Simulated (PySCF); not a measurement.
# SMILES C=C[C@@H]1/C(=C\C)[C@H]1F, C7H9F

Geometry:
| atom | x (Å) | y (Å) | z (Å) |
| --- | --- | --- | --- |
| C1 | 2.460 | 1.285 | -0.437 |
| C2 | 1.592 | 0.622 | 0.309 |
| C3 | 0.813 | -0.533 | -0.167 |
| C4 | -0.572 | -0.770 | 0.305 |
| C5 | -1.834 | -0.419 | 0.263 |
| C6 | -2.350 | 0.741 | -0.525 |
| C7 | 0.471 | -1.662 | 0.797 |
| F8 | 0.537 | -2.947 | 0.329 |
| H9 | 3.010 | 2.127 | -0.054 |
| H10 | 2.656 | 1.011 | -1.460 |
| H11 | 1.406 | 0.917 | 1.333 |
| H12 | 1.029 | -0.837 | -1.186 |
| H13 | -2.568 | -0.987 | 0.821 |
| H14 | -2.886 | 1.428 | 0.128 |
| H15 | -3.048 | 0.393 | -1.285 |
| H16 | -1.534 | 1.272 | -1.008 |
| H17 | 0.811 | -1.630 | 1.827 |

Computed, not measured: PySCF 2.14.0, TDDFT wB97X-D/def2-SVPD circular dichroism and optical rotation, one conformer, gas phase. Geometry: GFN2-xTB.

The molecule is flexible and this is one conformer; a measurement averages over conformers.

Question: Draw the ECD and absorption spectra from the lowest 16 states, each a Gaussian of half-width 0.2 eV at 1/e height.

Answer: 
| E (eV) | λ (nm) | Δε (L mol⁻¹ cm⁻¹) | ε (L mol⁻¹ cm⁻¹) |
| --- | --- | --- | --- |
| 5.60 | 221 | -0.01 | 0.524 |
| 5.75 | 216 | -0.34 | 12.7 |
| 5.90 | 210 | -2.61 | 101 |
| 6.05 | 205 | -5.60 | 280 |
| 6.20 | 200 | +5.02 | 442 |
| 6.35 | 195 | +29.94 | 757 |
| 6.50 | 191 | +28.28 | 1440 |
| 6.65 | 186 | -14.67 | 10400 |
| 6.80 | 182 | -98.96 | 43600 |
| 6.95 | 178 | -114.13 | 64600 |
| 7.10 | 175 | +23.43 | 44300 |
| 7.25 | 171 | +73.13 | 25100 |
| 7.40 | 167 | +11.80 | 12100 |
| 7.55 | 164 | -14.05 | 4810 |
| 7.70 | 161 | -13.26 | 2200 |
| 7.85 | 158 | -2.87 | 1660 |
| 8.00 | 155 | +2.43 | 951 |
| 8.15 | 152 | +6.05 | 985 |
| 8.30 | 149 | +23.26 | 3240 |
| 8.45 | 147 | +43.25 | 4860 |
| 8.60 | 144 | +44.53 | 3870 |

Δε uses R in velocity form, ε uses f in length form. Only the states computed contribute, so the short-wavelength end is incomplete.
